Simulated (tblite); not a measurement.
Q: Write Cartesian coordinates for InChI=1S/C7H15OP/c1-2-5-9(6-8)7-3-4-7/h7-8H,2-6H2,1H3 as optimised with GFN2-xTB.

A: 
```
atom  x, y, z in Å
C1     3.270   -0.901   -0.441
C2     1.796   -0.721   -0.784
C3     1.228    0.540   -0.139
P4    -0.562    0.810   -0.579
C5    -0.831    2.294    0.541
O6    -2.191    2.628    0.645
C7    -1.319   -0.448    0.524
C8    -1.678   -1.791   -0.045
C9    -2.757   -0.821    0.300
H10    3.663   -1.804   -0.902
H11    3.403   -0.980    0.637
H12    3.851   -0.052   -0.795
H13    1.232   -1.590   -0.439
H14    1.677   -0.657   -1.868
H15    1.784    1.415   -0.490
H16    1.330    0.485    0.949
H17   -0.240    3.140    0.154
H18   -0.492    2.070    1.557
H19   -2.535    2.807   -0.238
H20   -0.969   -0.417    1.552
H21   -1.476   -1.971   -1.091
H22   -1.541   -2.661    0.581
H23   -3.284   -0.344   -0.513
H24   -3.374   -1.011    1.165
```

Any rigid rotation of these coordinates is as good. Atoms count from 1 in this order. The 3 C–P bonds span 1.836 Å (P4–C7, drawn single) to 1.879 Å (P4–C5, drawn single), a spread of 0.043 Å. The C–C distances run from 1.491 Å (C8–C9, drawn single) to 1.525 Å (C2–C3, drawn single), a spread of 0.034 Å. The 3-membered ring C7–C8–C9 has internal angles of 59.5° to 60.3°. P4 (phosphine phosphorus) is pyramidal (angles 98.9°, 97.1° and 96.4°, sum 292.4°, 0.92 Å off the plane of its three neighbours).

Bonds between heavy atoms (Å): C1–C2 1.524, C2–C3 1.525, C3–P4 1.863, P4–C5 1.879, C5–O6 1.404, P4–C7 1.836, C7–C8 1.503, C8–C9 1.491, C7–C9 1.503.

The geometry is computed with GFN2-xTB (gas phase).

Point group: C1 (no symmetry element, even within 0.4 Å). Its GFN2-xTB frequencies are all real (lowest 47 cm⁻¹). One conformer, not necessarily the lowest (C1–C2–C3–P4 178°, C2–C3–P4–C5 175°, C3–P4–C5–O6 -169°, P4–C5–O6–H -58°, C3–P4–C7–C8 -98°). 3 starts were optimised and ended at 0.00, 0.09 and 0.53 kcal/mol (GFN2-xTB); the lowest of these is shown.

Hardware: an Arm Neoverse V2 with one thread, on a shared host. Cost: 0.56 s wall. That covers the optimisation of the geometry.
